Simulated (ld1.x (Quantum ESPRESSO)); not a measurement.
## Transferability test, ultrasoft potential for cobalt

cobalt (Co), ultrasoft, made with ld1.x (Quantum ESPRESSO) 7.5 (LDA (PZ), scalar-relativistic). Core [Ar], reference 3d7 4s0 4p0 (charge +2). Waves: 4s (bound, empty): rcut 1.65, rcutus 2.20 bohr; 4s channel at -1.1 Ry: rcut 1.65, rcutus 2.20 bohr; 4p (bound, empty): rcut 0.80, rcutus 1.00 bohr; 4p channel at -0.35 Ry: rcut 0.80, rcutus 1.00 bohr; 3d (bound): rcut 1.60, rcutus 2.05 bohr; 3d channel at 1.2 Ry: rcut 1.60, rcutus 2.05 bohr. Local part: all-electron potential smoothed inside 1.65 bohr (lloc = -2). Core correction: none. Augmentation charge: PSQ, radius 0.80 bohr.

Energies are relative to the spin-unpolarised reference configuration 3d7 4s0 4p0; without spin polarisation the order of configurations can differ from experiment. Spin-polarised rows fill each open shell by Hund’s rule, majority spin first. Not all tests gave a result: 2 of 9 tests not solved or not reliable. Left out of the table: 3d7 4s1 4p1 (solver errors, printed error -2.6 eV); 3d7 4s0 4p1 (solver errors, printed error -3.1 eV).

Its overlap operator is not positive definite in a basis up to 400 Ry (lowest eigenvalue p -0.0013), so the file is unfit for use: the generalised eigenproblem breaks down once the basis is large enough, and its test numbers describe a broken file.

```json
{"valence configuration": "3d7 4s2 4p0", "charge": "0", "ΔE all-electron (eV)": "-26.380", "error AE − PS (meV)": "+48"}
{"valence configuration": "3d7 4s1 4p0", "charge": "+1", "ΔE all-electron (eV)": "-17.085", "error AE − PS (meV)": "+21"}
{"valence configuration": "3d6 4s0 4p0", "charge": "+3", "ΔE all-electron (eV)": "36.188", "error AE − PS (meV)": "-161"}
{"valence configuration": "3d6 4s2 4p0", "charge": "+1", "ΔE all-electron (eV)": "-10.921", "error AE − PS (meV)": "-115"}
{"valence configuration": "3d5 4s0 4p0", "charge": "+4", "ΔE all-electron (eV)": "91.840", "error AE − PS (meV)": "-1055"}
{"valence configuration": "3d7 4s0 4p0 (spin-polarised)", "charge": "+2", "ΔE all-electron (eV)": "-2.073", "error AE − PS (meV)": "+1978"}
{"valence configuration": "3d7 4s2 4p0 (spin-polarised)", "charge": "0", "ΔE all-electron (eV)": "-28.364", "error AE − PS (meV)": "+2036"}
```

Levels in the configuration 3d6 4s2 4p0:

| level | all-electron (eV) | pseudo (eV) |
| --- | --- | --- |
| 3d | -23.082 | -23.435 |
| 4s | -14.796 | -14.843 |

The ghost test of this file was not conclusive. The 4p radius (1.00 bohr) lies inside the outermost node of the all-electron wave (1.03 bohr), which a nodeless pseudo-wave cannot match soundly.
